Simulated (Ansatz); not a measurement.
Consider the substitution at a C–Zn bond: `[CH3][Zn][N](C)C` + `COCN` → `CNCOC` + `C[N](C)[ZnH]`.

Isolated molecules relaxed with PBE0-D4/def2-TZVP in Ansatz; ΔE leaves out vibrations. CCSD(T)/CBS is the MP2 limit (def2-TZVPP, def2-QZVPP) plus CCSD(T) − MP2 in def2-TZVPP, frozen cores. This one scheme is used for every species. DFT in def2-TZVPP. B3LYP here is the variant with VWN-RPA as its local correlation; programs differ in this. For Zn outer-core shells are correlated without core-valence functions, which leaves a few kJ/mol of doubt a bond. Scalar relativity is left out up to krypton. Each species was taken in one conformer, which may not be the lowest.

```json
{"level": "PBE-D4", "ΔE (kJ/mol)": "55.1", "difference from CCSD(T)/CBS": "-4.3"}
{"level": "r2SCAN-D4", "ΔE (kJ/mol)": "55.6", "difference from CCSD(T)/CBS": "-3.8"}
{"level": "B3LYP-D4", "ΔE (kJ/mol)": "51.6", "difference from CCSD(T)/CBS": "-7.8"}
{"level": "ωB97X-V", "ΔE (kJ/mol)": "50.5", "difference from CCSD(T)/CBS": "-8.9"}
{"level": "ωB97M-V", "ΔE (kJ/mol)": "53.8", "difference from CCSD(T)/CBS": "-5.6"}
{"level": "B2PLYP", "ΔE (kJ/mol)": "57.7", "difference from CCSD(T)/CBS": "-1.7"}
{"level": "PBE", "ΔE (kJ/mol)": "58.4", "difference from CCSD(T)/CBS": "-1.0"}
{"level": "PBE0", "ΔE (kJ/mol)": "56.6", "difference from CCSD(T)/CBS": "-2.8"}
{"level": "B3LYP", "ΔE (kJ/mol)": "56.7", "difference from CCSD(T)/CBS": "-2.7"}
{"level": "MP2/def2-TZVPP", "ΔE (kJ/mol)": "61.9", "difference from CCSD(T)/CBS": "2.5"}
{"level": "SCS-MP2/def2-TZVPP", "ΔE (kJ/mol)": "56.6", "difference from CCSD(T)/CBS": "-2.8"}
{"level": "CCSD/def2-TZVPP", "ΔE (kJ/mol)": "54.2", "difference from CCSD(T)/CBS": "-5.2"}
{"level": "CCSD(T)/def2-TZVPP", "ΔE (kJ/mol)": "55.3", "difference from CCSD(T)/CBS": "-4.1"}
{"level": "HF/CBS(def2)", "ΔE (kJ/mol)": "44.8", "difference from CCSD(T)/CBS": "-14.6"}
{"level": "MP2/CBS(def2)", "ΔE (kJ/mol)": "66.0", "difference from CCSD(T)/CBS": "6.6"}
{"level": "CCSD/CBS(def2)", "ΔE (kJ/mol)": "58.3", "difference from CCSD(T)/CBS": "-1.1"}
{"level": "CCSD(T)/CBS", "ΔE (kJ/mol)": "59.4", "difference from CCSD(T)/CBS": "0"}
```

Largest T1 diagnostic among the species: 0.015.

In def2-TZVPP, CCSD(T) changes the Hartree–Fock value by +10.9 kJ/mol (the triples alone add +1.1 kJ/mol) and MP2 by +17.5 kJ/mol. The D4 term adds −5.1 kJ/mol with B3LYP and −2.8 kJ/mol with PBE0; it sums over pairs of atoms, weighted by their polarisabilities, and B3LYP, whose exchange is more repulsive, gets the larger term.
